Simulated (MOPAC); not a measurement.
MOPAC input (AM1):

```
AM1 1SCF UHF MS=0.5 GEO-OK AUX(PRECISION=9) THREADS=1
ClI2Si

Cl   -0.29492400 1    2.57264200 1   -0.12549500 1
Si   -0.06421200 1    0.67406200 1    0.65860900 1
I     2.08477000 1   -0.27089000 1   -0.10518500 1
I    -1.97321000 1   -0.73235100 1   -0.02853400 1
```

From the output:

```
                                                       MOPAC v23.2.5 Linux

          FINAL HEAT OF FORMATION =        -24.22743 KCAL/MOL =    -101.36756 KJ/MOL

          COSMO AREA              =        155.58 SQUARE ANGSTROMS
          COSMO VOLUME            =        156.55 CUBIC ANGSTROMS

          IONIZATION POTENTIAL    =          9.885691 EV
          ALPHA SOMO LUMO (EV)    =         -9.886 -2.272
          BETA  SOMO LUMO (EV)    =        -11.013 -2.434
          NO. OF ALPHA ELECTRONS  =         13
          NO. OF BETA  ELECTRONS  =         12
          MOLECULAR WEIGHT        =        317.3475         POINT GROUP:  Cs

          MOLECULAR DIMENSIONS (Angstroms)

            Atom       Atom       Distance
            I     4    I     3     4.08485
           Cl     1    I     4     3.09476
           Si     2    I     3     0.74786

          SCF CALCULATIONS        =          1

   ATOM   CHEMICAL          X               Y               Z
  NUMBER   SYMBOL      (ANGSTROMS)     (ANGSTROMS)     (ANGSTROMS)

     1      Cl         -0.29492400  *   2.57264200  *  -0.12549500  *
     2      Si         -0.06421200  *   0.67406200  *   0.65860900  *
     3       I          2.08477000  *  -0.27089000  *  -0.10518500  *
     4       I         -1.97321000  *  -0.73235100  *  -0.02853400  *

                             CARTESIAN COORDINATES

   1   Cl       -0.294924000     2.572642000    -0.125495000
   2   Si       -0.064212000     0.674062000     0.658609000
   3    I        2.084770000    -0.270890000    -0.105185000
   4    I       -1.973210000    -0.732351000    -0.028534000

           Empirical Formula: Cl Si I2  =     4 atoms

      MOLECULAR POINT GROUP   :   Cs

          ALPHA EIGENVALUES
 -37.73795 -30.57816 -29.95429 -16.74246 -14.36575 -14.23460 -13.74863 -11.82842
 -11.74334 -11.12021 -11.05112 -10.80243  -9.88569  -2.27228  -2.21900  -1.50070

           BETA EIGENVALUES
 -37.68470 -30.90051 -30.31331 -16.45543 -14.26137 -14.10963 -12.95241 -11.94006
 -11.38126 -11.20934 -11.09318 -11.01296  -2.43413  -1.96438  -1.87483  -0.92641

              NET ATOMIC CHARGES AND DIPOLE CONTRIBUTIONS

  ATOM NO.   TYPE          CHARGE      No. of ELECS.   s-Pop       p-Pop
    1         Cl          -0.193520        7.1935     1.98065     5.21287
    2         Si           0.293543        3.7065     1.01149     2.69496
    3          I          -0.050011        7.0500     1.98285     5.06716
    4          I          -0.050011        7.0500     1.98285     5.06716
 DIPOLE           X         Y         Z       TOTAL
 POINT-CHG.     0.157    -1.200     1.077     1.620
 HYBRID        -0.128     1.104    -0.155     1.122
 SUM            0.028    -0.096     0.923     0.928

          ATOMIC ORBITAL ELECTRON POPULATIONS

     Atom    s        px        py        pz
    1 Cl   1.98065   1.94922   1.42612   1.83753
    2 Si   1.01149   0.92589   0.79314   0.97594
    3  I   1.98285   1.32622   1.85802   1.88291
    4  I   1.98285   1.46122   1.70773   1.89821

                    (SZ)    =    0.500000
                    (S**2)  =    0.855242

          ATOMIC ORBITAL SPIN POPULATIONS

    Atom   Total    s     px     py     pz
         Atomic
    1 Cl  0.0191  0.001  0.012 -0.040  0.046
    2 Si  1.3181  0.348  0.193  0.108  0.669
    3  I -0.1686  0.004 -0.177 -0.034  0.038
    4  I -0.1686  0.004 -0.135 -0.077  0.039

 **********************
 *                    *
 * JOB ENDED NORMALLY *
 *                    *
 **********************

 == MOPAC DONE ==
```

The geometry given is a B3LYP-D3(BJ)/def2-TZVP minimum.

The determinant is spin-contaminated: <S^2> is 0.86 against 0.75 for a pure state.
